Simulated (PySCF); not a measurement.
Ionisation energy of Se+ by level of theory

Se+ [Ar] 3d10 4s2 4p3 (4S) → Se(2+) [Ar] 3d10 4s2 4p2 (3P), as a difference of total energies. Calculation: PySCF 2.14, in aug-cc-pVDZ-DK (6s5p3d, 36 functions); scalar relativity by spin-free X2C-1e. Correlated levels: valence: [Ar] 3d10 frozen. The calculations carry no spin-orbit coupling.

```csv
method,ionisation energy (eV)
UHF,20.841
r2SCAN,21.598
B3LYP,21.313
MP2 (valence),21.206
SCS-MP2 (valence),21.078
CCSD (valence),21.159
CCSD(T) (valence),21.165
```

**Question.** How much does correlation contribute at CCSD(T) (valence)?

**Answer.** 21.165 − (20.841) = 0.324 eV, measured against UHF.

The reference lies between the lowest fine-structure levels, while these numbers refer to the centres of the terms.

Errors of the correlated levels include the incompleteness of this basis and the frozen core.

For comparison: 21.196 ± 0.01 eV (measured; NIST Atomic Spectra Database, ionization energies).
